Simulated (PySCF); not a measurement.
## Ionisation energy of Ho⁺ by level of theory

Ho⁺ [Xe] 4f11 6s1 (high-spin determinant) → Ho²⁺ [Xe] 4f11 (high-spin determinant), as a difference of total energies. Computed with PySCF 2.14 in ANO-RCC-VTZP (8s7p5d3f2g1h, 104 functions), with the spin-free X2C one-electron Hamiltonian (Gaussian nucleus). Correlated levels: valence: [Kr] 4d10 frozen; valence and next inner shell: [Ar] 3d10 frozen. The calculations carry no spin-orbit coupling.

```json
{"method": "UHF", "ionisation energy (eV)": "10.919"}
{"method": "MP2 (valence)", "ionisation energy (eV)": "11.777"}
{"method": "SCS-MP2 (valence)", "ionisation energy (eV)": "11.597"}
{"method": "MP2 (valence and next inner shell)", "ionisation energy (eV)": "11.824"}
{"method": "SCS-MP2 (valence and next inner shell)", "ionisation energy (eV)": "11.641"}
```

Q: How much does correlation contribute at MP2 (valence and next inner shell)?

A: 11.824 − (10.919) = 0.905 eV, measured against UHF.

The reference lies between the lowest fine-structure levels, while these numbers refer to the centres of the terms.

Errors of the correlated levels include the incompleteness of this basis and the frozen core.

The determinant of Ho⁺ and of Ho²⁺ mixes LS terms, which raises its energy above the lowest term, most at the Hartree-Fock and MP2 levels.

For comparison: 11.781 ± 0.02 eV (semi-empirical (NIST evaluation); NIST Atomic Spectra Database, ionization energies).
